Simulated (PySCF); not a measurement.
B(Me)2(iPr), SMILES CB(C)C(C)C, singlet, GFN2-xTB optimised geometry.

```
19

B     -0.08     0.74     0.00
C      1.50     0.74     0.00
H      1.88     0.24    -0.89
H      1.88     0.18     0.85
H      1.94     1.74     0.04
C     -0.86     2.11     0.00
H     -1.94     2.02     0.06
H     -0.63     2.67    -0.91
H     -0.53     2.75     0.82
C     -0.90    -0.62     0.04
C     -1.43    -0.83     1.46
C     -0.13    -1.87    -0.40
H     -1.78    -0.54    -0.62
H     -2.05    -1.73     1.52
H     -0.61    -0.94     2.16
H     -2.04     0.02     1.78
H      0.23    -1.76    -1.42
H     -0.76    -2.75    -0.35
H      0.73    -2.04     0.25
```

Density from PBE0/def2-SVP (PySCF) at that geometry.

Minimum of the electron density along straight lines between bonded atoms, close to the bond critical point (lines longer than 1.1 times the sum of covalent radii, or with two minima, are not listed):

```
bond     length / Å  ρ at the minimum / e bohr⁻³  ∇²ρ there / e bohr⁻⁵  position (fraction from the first atom)
-------  ----------  ---------------------------  --------------------  ---------------------------------------
B1–C2         1.576                        0.179                 -0.12                                     0.32
C2–H3         1.089                        0.267                 -0.93                                     0.62
C2–H4         1.089                        0.267                 -0.93                                     0.62
C2–H5         1.087                        0.273                 -0.97                                     0.62
B1–C6         1.577                        0.179                 -0.12                                     0.32
C6–H7         1.087                        0.273                 -0.97                                     0.62
C6–H8         1.090                        0.266                 -0.92                                     0.62
C6–H9         1.089                        0.268                 -0.93                                     0.62
B1–C10        1.594                        0.180                     ?                                     0.32
C10–C11       1.540                        0.232                     ?                                     0.49
C10–C12       1.531                        0.240                 -0.54                                     0.49
C10–H13       1.097                        0.269                 -0.93                                     0.61
C11–H14       1.089                        0.275                 -1.00                                     0.62
C11–H15       1.088                        0.276                 -1.00                                     0.62
C11–H16       1.087                        0.277                 -1.01                                     0.62
C12–H17       1.088                        0.276                 -1.00                                     0.62
C12–H18       1.089                        0.275                 -0.99                                     0.62
C12–H19       1.087                        0.276                 -1.00                                     0.62
```

Question: Fill in the missing entries.

Answer: 
- B1–C10, ∇²ρ there / e bohr⁻⁵: -0.20
- C10–C11, ∇²ρ there / e bohr⁻⁵: -0.50
